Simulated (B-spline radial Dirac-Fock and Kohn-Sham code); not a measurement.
Z = 22 (titanium), transition energy 102 keV. Level of theory: a Dirac-Hartree-Slater potential of the neutral atom with a Latter tail (no hole, which puts coefficients of high multipoles low close above an edge), finite nucleus with surface currents; an atomic code on a B-spline grid. Subshells that would emit electrons below 1 keV are left out.

Question: A pure transition shows α(K) = 0.0163, L1/L2 = 41.3 and L1/L3 = 83.5. What is its multipolarity?
A. E2
B. E4
C. M1
D. M3
E. M4
F. E3
G. M2
H. E1

Answer: C. For comparison, α(K), L1/L2, L1/L3 are E1 0.0244, 59.5, 32.9; E2 0.288, 18.3, 11.9; E3 2.84, 6.23, 4.42; E4 26.6, 2.75, 2.02; M2 0.168, 20.5, 28.5; M3 1.67, 12.3, 9.51; M4 16.7, 8.35, 4.49.

Values without a named source are computed, but for edge energies of neutral atoms, which are taken from tables.
